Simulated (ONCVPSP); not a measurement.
# Plane-wave convergence, ONCV potential for titanium (Ti)

- Element: titanium
- Generator: ONCVPSP 4.0.1
- Type: optimised norm-conserving Vanderbilt (ONCV)
- Functional: PBE
- Relativity: scalar-relativistic
- Frozen core: [Ne]
- Valence charge: 12
- Reference configuration: 3s2 3p6 3d3 4s1
- Partial waves: 3s+4s: rc 1.65 bohr, ncon 4, nbas 7, qcut 6 1/bohr, 2 projectors; 3p: rc 1.30 bohr, ncon 4, nbas 8, qcut 11.6 1/bohr, 2 projectors, debl 3.1 Ha; 3d: rc 1.90 bohr, ncon 3, nbas 8, qcut 10.1 1/bohr, 2 projectors, debl 1.2 Ha; f scattering state at 0.44 Ha: rc 1.40 bohr, ncon 4, nbas 7, qcut 8.8 1/bohr, 2 projectors, debl 0.8 Ha
- Local potential: polynomial inside 1.30 bohr (lpopt 5, dvloc0 4 Ha)
- Core correction: Teter function, fcfact 5.5, rcfact 1.05

For each optimised wave give the share of its norm inside rc, the residual kinetic energy above qcut (Ha) and the cutoffs (Ha) for errors of 10, 1, 0.1 and 0.01 mHa per electron.

```tsv
wave	norm inside rc	residual KE	10 mHa	1 mHa	0.1 mHa	0.01 mHa
3s	0.938	8.5e-05	5.5	13.3	17.7	43.6
4s	0.037	5.2e-05	3.9	10.0	16.6	32.9
3p	0.723	1.8e-08	14.5	28.3	42.3	50.9
p projector 2	0.060	3.6e-08	13.5	18.9	40.6	51.0
3d	0.610	4.8e-06	24.8	31.3	37.0	43.4
d projector 2	0.102	8.7e-09	24.2	31.1	36.8	41.4
f projector 1	0.001	9.9e-08	1.6	4.7	12.4	22.4
f projector 2	0.017	2.5e-06	7.0	16.1	26.1	34.5
```

The occupied waves need 31 Ha and 42 Ha for 1 and 0.1 mHa. Rows with under 1 % of the norm inside rc give no meaningful cutoff. 1 of 4 tests not solved or not reliable.
